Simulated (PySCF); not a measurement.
# Nuclear quadrupole coupling in `CCc1ccc(C#N)[nH]1`

Species: C₇H₈N₂.
Atom-mapped SMILES: `[CH3:1][CH2:2][c:3]1[cH:4][cH:5][c:6]([C:7]#[N:8])[nH:9]1` (hydrogens: H10, H11, H12 on C1; H13, H14 on C2; H15 on C4; H16 on C5; H17 on N9)

Structure used (GFN2-xTB), in Å, numbered top down from 1:
```
atom  x, y, z in Å
C1    -2.426   -0.302    0.357
C2    -1.514    0.807   -0.174
C3    -0.111    0.329   -0.321
C4     0.531   -0.240   -1.401
C5     1.837   -0.557   -1.009
C6     1.966   -0.173    0.315
C7     3.068   -0.259    1.167
N8     3.976   -0.326    1.869
N9     0.766    0.360    0.711
H10   -2.420   -1.152   -0.321
H11   -3.447    0.061    0.448
H12   -2.091   -0.642    1.335
H13   -1.542    1.659    0.510
H14   -1.878    1.140   -1.147
H15    0.103   -0.404   -2.370
H16    2.600   -1.011   -1.609
H17    0.575    0.721    1.632
```

Field gradients from the PBE0/pcSseg-1 density (PySCF, non-relativistic), principal values in atomic units, ordered |Vxx| ≤ |Vyy| ≤ |Vzz|:

```csv
atom,Vxx,Vyy,Vzz
N8,0.2834,0.6540,-0.9374
N9,0.2856,0.3721,-0.6577
```

Q: Find the asymmetry η = (Vxx − Vyy)/Vzz and the couplings χ = eQV/h (234.96 MHz × Q in barn × V in au), with Q(14N) = 0.02044 b.

A: 
| atom | environment | nucleus | η | χzz (MHz) | χxx (MHz) | χyy (MHz) |
| --- | --- | --- | --- | --- | --- | --- |
| N8 | nitrile nitrogen | 14N | 0.40 | -4.502 | 1.361 | 3.141 |
| N9 | pyrrole-type nitrogen | 14N | 0.13 | -3.159 | 1.372 | 1.787 |

Q: What is Vzz at N9 in SI units (1 au = 9.71736 × 10²¹ V/m²)?

A: -0.6577 au = -6.392 × 10²¹ V/m².

Q: And the gradient at the other heavy atoms, for which no coupling is worked out here?

A: 
```
atom                  environment  Vzz (au)     η
  C1                methyl carbon     0.091  0.16
  C2         benzylic-type carbon     0.079  0.89
  C3  substituted aromatic carbon    -0.266  0.06
  C4           aromatic CH carbon     0.152  0.09
  C5           aromatic CH carbon     0.227  0.32
  C6  substituted aromatic carbon     0.231  0.08
  C7               nitrile carbon    -0.368  0.04
```

Were the hydrogens deuterons (Q(2H) = 0.00286 b), χzz would run from 202 kHz (H13) to 272 kHz (H17).

One conformer (not necessarily the lowest) at the GFN2-xTB geometry, without solvent, vibrations or thermal averaging. GFN2-xTB bond lengths can be off by several hundredths of an ångström, more for odd bonds, and the gradients follow them. These gradients aren't converged with respect to the basis.

The run behind these numbers computed NMR shieldings as well. On an AMD EPYC with one thread, no GPU, shared host with 64 logical CPUs at a one-minute load of 61, this took 69 s and 0.85 GiB of memory at its peak.
